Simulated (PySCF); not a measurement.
**Unknown compound**

An unknown has the formula C$_{5}$H$_{5}$FO$_{2}$. Its calculated NMR data are:

1H NMR (500 MHz, computed): δ 6.37 (br s, 1H), 1.70 (m, 2H), 1.48 (m, 2H).

13C{1H} NMR (computed): δ 166.3 (C), 150.1 (C), 127.0 (C), 8.9 (CH2), 7.0 (CH2).

PySCF calculation with GIAO PBE0/pcSseg-1 shieldings and geometry: GFN2-xTB; no solvent model, equivalent nuclei averaged, no relativistic terms, one computed conformer.

References, each an isolated molecule treated in the same way: 1H (σ = 31.72 ppm), 13C (σ = 186.93 ppm) against TMS.

Task: Propose a structure and justify it.

Result: 
- The formula gives 3 degrees of unsaturation (1 ring in the answer).
- 5 carbon signals for 5 carbons: no two carbons are equivalent.
- Carbon types of the structure: 3 × C, 2 × CH2, leaving 1 H on heteroatoms.
- δC 166.3: carboxylic acid carbon; lone-pair donation from the attached heteroatom keeps it upfield of a ketone carbonyl.
- δC 150.1: α carbon of a C=C–C=O unit; the olefinic region.
- δC 127.0: β carbon of a C=C–C=O unit.
- δC 8.9, 7.0: three-membered-ring carbon; carbons of three-membered rings are unusually shielded.
- δH 6.37: hydrogen on an acid hydroxyl oxygen; exchangeable, gas-phase position.
- δH 1.70, 1.48: hydrogen on a three-membered-ring carbon.

The compound is SMILES O=C(O)C(F)=C1CC1.

The shifts were computed for this structure.

OH/NH shifts are gas-phase values; hydrogen bonding in solution moves them, usually downfield. Splittings by 19F in the carbon and heteronuclear signals aren't shown, as no couplings were computed. Shifts are as computed. Against solution values, carbons near 30 ppm lie about +3 ppm off and those near 130 ppm about +5 ppm. Of 1211 compounds with measured shifts, 218 miss one by over three times the rms of a fit or turn the order of signals round; such compounds aren't used in these exercises. The C=O carbon of an acid or of an amide with N–H lies up to 10 ppm further downfield in solution, through hydrogen bonding that the calculation lacks. Multiplicities follow the n + 1 count of equivalent neighbours, as no J values were calculated; m marks all less simple cases, F and P coupling included.
